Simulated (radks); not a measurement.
The bismuth anion Bi3-, [Rn], held by a Watson sphere: a shell of charge +2.88 at radius R that stands for the Madelung well of a crystal (potential energy -2.88/R inside, -2.88/r outside, in hartree with lengths in bohr). Method: scalar-relativistic Kohn-Sham, r2SCAN, spin-polarised, spherical densities, finite nucleus; meta-GGA in the generalised Kohn-Sham scheme; Fermi nuclear charge, rms radius of each element as measured or else 0.836 A^(1/3) + 0.57 fm; computed with a radial shooting solver on a logarithmic mesh with Libxc functionals.

R (bohr)  e(5d) (eV)  e(6s) (eV)  e(6p) (eV)  <r> 6p (bohr)  sum of <r^2> (bohr^2)  X-ray form factor at sin(theta)/lambda = 0.3 1/angstrom
4.08         -24.812     -12.866      -4.259          3.466                  128.6                                                   62.389
4.53         -24.516     -12.318      -3.760          3.638                  137.9                                                   62.407
5.13         -24.236     -11.796      -3.198          3.859                  150.9                                                   62.415
5.35         -24.156     -11.649      -3.019          3.938                  155.8                                                   62.417
5.49         -24.110     -11.566      -2.912          3.987                  159.1                                                   62.418
5.54         -24.094     -11.537      -2.875          4.005                  160.2                                                   62.419
